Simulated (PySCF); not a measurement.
An unknown gives this computed stick spectrum. Method used: TDDFT CAM-B3LYP/def2-SVPD, vertical, gas phase, core orbitals frozen in the response (PySCF 2.14.0, density-fitted response routines). Geometries: PBE0-D3(BJ)/def2-SVP, one conformer each. Relativistic effects are left out although some hold elements past zinc.

```
state  E (eV)  λ (nm)       f
   S1    5.88   210.7   0.282
   S2    6.19   200.2  0.0000
   S3    6.39   194.2  0.0008
   S4    6.76   183.4  0.0005
   S5    6.87   180.5   0.058
   S6    7.44   166.6  0.0000
   S7    7.56   164.1  0.0000
   S8    7.72   160.6   0.017
   S9    8.12   152.6  0.0007
  S10    8.17   151.7  0.0004
```

Triplets computed (Tamm–Dancoff): 3.31, 5.58, 5.87, 5.96 eV.

Question: Which structure fits?
A. `CCC(C)=[Se]`
B. `C(C(C#N)=C)#N`
C. `C/C=C\[Se]C`

Answer: B. Its S1, at 5.88 eV, is the highest among the candidates; the nearest of the others has S1 at 4.66 eV. S1 is HOMO→LUMO (93%). Löwdin shares by element: HOMO carbon 46% or more, nitrogen 31% (atoms not listed hold the other 24%); LUMO carbon 58% or more, nitrogen 18% (atoms not listed hold the other 24%). At the same level the other candidates give, for their lowest levels:
- `C/C=C\[Se]C`: 4.66 eV (f 0.001); 5.43 eV (f 0.023); 5.55 eV (f 0.252); 5.64 eV (f 0.000); 6.38 eV (f 0.018); HOMO -7.01, LUMO 0.95 eV
- `CCC(C)=[Se]`: 2.18 eV (f 0.000); 5.01 eV (f 0.256); 5.70 eV (f 0.001); 5.73 eV (f 0.099); 5.81 eV (f 0.000); HOMO -7.30, LUMO -1.11 eV
